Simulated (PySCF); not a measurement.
Computed vibrations of WO(OH)4

WO(OH)4 (singlet). PySCF 2.14.0, RKS B3LYP, W def2-SVP with ECP60, O def2-SVP, H def2-SVP; non-relativistic Hamiltonian with scalar-relativistic core potentials where named; density fitting; no spin-orbit coupling. Central differences of gradients.

```xyz
10

W     0.0119    0.0201    0.0294
O    -0.1807   -0.2347    1.7344
O    -0.0198   -0.1087   -1.8875
H    -0.3715   -0.6989   -2.5636
O     1.9081   -0.0306    0.0375
H     2.3582   -0.1131    0.8913
O    -0.7547    1.7533   -0.0130
H    -1.0104    2.1536    0.8312
O    -1.0669   -1.5727   -0.1979
H    -1.3337   -1.9449    0.6569
```

Run from Python with OMP_NUM_THREADS=2. Where DIIS fails, smearing, a level shift and second-order steps follow.
It took 4.7 min on 2 threads of Arm Neoverse V2, on a shared host.

**Question.** What are the harmonic wavenumbers and infrared intensities?

**Answer.** Negative numbers are unstable modes, those under 60 cm⁻¹ near the noise; a finer grid moves soft modes by up to 10 cm⁻¹.
```
cm⁻¹  km/mol  symmetry
  53     1.2          
 130    18.8          
 187     0.1          
 206     4.4          
 266     6.6          
 294     0.6          
 370    25.4          
 440    50.5          
 464   140.7          
 471   162.2          
 546   194.3          
 607   133.4          
 651    22.3          
 685   221.6          
 694   322.7          
 718    93.6          
 752    10.9          
 764    54.9          
 920    98.1          
 986   173.6          
3795    89.4          
3821   187.1          
3826   168.5          
3892   213.0
```

**Question.** Is this a minimum?

**Answer.** Yes, within the noise of the softest modes. Ideal gas at 298.15 K and 1 bar: S = 383.2 J/(mol K), Cp = 135.6 J/(mol K), H − H(0 K) = 25.0 kJ/mol (rigid rotor, harmonic modes, spin degeneracy alone; the modes under 60 cm⁻¹ make these uncertain).
